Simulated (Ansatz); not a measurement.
```xyz
11

C     0.634   -1.831    0.094
O    -0.436   -1.470   -0.765
C    -0.787   -0.173   -0.743
N    -0.252    0.705   -0.043
Ga   -0.152    2.432    0.489
H     0.784   -2.899   -0.046
H     1.541   -1.282   -0.167
H     0.385   -1.615    1.135
H    -1.616   -0.035   -1.445
H     0.857    3.345   -0.276
H    -0.957    2.821    1.768
```

Total charge 0; spin multiplicity 1.

Task: List the PBE0/def2-TZVPP orbital energies in eV (the Gaussian-basis code of Ansatz). (Estimate.)

Result: Ansatz gave: Occupied: -10146.93, -1252.80, -1108.99, -1108.87, -1108.87, -523.70, -390.64, -280.69, -279.39, -151.09, -104.12, -103.83, -103.81, -30.24, -24.68, -23.18, -23.11, -23.05, -22.94, -22.87, -20.27, -16.28, -14.55, -14.05, -13.28, -11.84, -10.69, -10.41, -9.78, -8.87, -7.61, -7.14. Lowest empty: -1.10, 0.44, 1.13, 1.50, 2.17, 2.58, 2.90, 2.97.
